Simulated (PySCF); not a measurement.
F₂Y, charge +1. Atoms are numbered in the order given.

```xyz
3

Y      0.0000     0.0000     0.3496
F      0.0000    -1.5668    -0.7576
F      0.0000     1.5668    -0.7576
```
Charge +1, spin multiplicity 1.

Geometry: PBE-D3(BJ)/def2-TZVP. The spin state was assumed, not searched. The isomer is the one that the SMILES or the coordinates give; other isomers of the formula were not compared. The def2 effective core potentials stand for the cores of Y; spin–orbit coupling is left out.

All values below come from M06-2X/def2-TZVPD run with PySCF.

Mulliken values depend strongly on the basis, most of all with diffuse functions as here. ESP charges are fitted to the potential on shells at 1.4 to 2.0 van der Waals radii. Atomic charges (e):

```json
[
 {"atom": "Y1", "ESP fit": "?", "Mulliken": "2.03"},
 {"atom": "F2", "ESP fit": "?", "Mulliken": "-0.51"},
 {"atom": "F3", "ESP fit": "?", "Mulliken": "-0.51"}
]
```

Some entries are withheld; supply them. (The exact figures need the calculation; the answer reports its results.)


- Y1, ESP fit: 2.04
- F2, ESP fit: -0.52
- F3, ESP fit: -0.52
